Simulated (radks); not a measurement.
Q: Isoelectronic series with 4 electrons, all held in the configuration [He] 2s2, which need not be the ground one along the series. Method: scalar-relativistic Kohn-Sham, SCAN, spin-polarised, spherical densities, finite nucleus; meta-GGA in the generalised Kohn-Sham scheme; Fermi nuclear charge, rms radius of each element as measured or else 0.836 A^(1/3) + 0.57 fm; computed with a radial shooting solver on a logarithmic mesh with Libxc functionals. Total energies (hartree) and mean radii <r> (bohr):

ion    E (hartree)      2s       1s
Al9+    -192.15080  0.5223   0.1191
S12+    -296.76730  0.4131  0.09599
K15+    -424.35245  0.3414  0.08033
Ti18+   -575.10513  0.2907  0.06900
Mn21+   -749.26524  0.2529  0.06042
Ni24+   -947.11365  0.2236  0.05369
Rb33+  -1686.25652  0.1651  0.04004
Zr36+  -1982.56917  0.1516  0.03684
Pd42+  -2653.17342  0.1298  0.03168
In45+  -3028.71216  0.1210  0.02955

Estimate the row of Se30+.

A: E (hartree) -1415.21475; 2s 0.1810; 1s 0.04379.
